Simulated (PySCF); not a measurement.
# BRu at ROHF-CCSD

Computed with ROHF-CCSD; B x2c-TZVPPall, Ru x2c-TZVPPall; spin-free X2C with a Gaussian nucleus (PySCF 2.14).

```
state                             : ²Δ (doublet), unpaired electrons δ ↑
bond length                       : 3.194 bohr
harmonic wavenumber               : 995 cm⁻¹
force constant                    : 5.80 mdyn/Å
rotational constant Be            : 0.5939 cm⁻¹
well depth De to B + Ru (4d7 5s1) : 3.96 eV
dissociation energy D0            : 3.90 eV
```

Correlated steps freeze 15 core orbitals. Spin–orbit coupling is left out, which matters for elements this heavy, above all for dissociation energies. With d or f electrons several states lie close, and the lowest PBE0 determinant need not be the measured ground state.
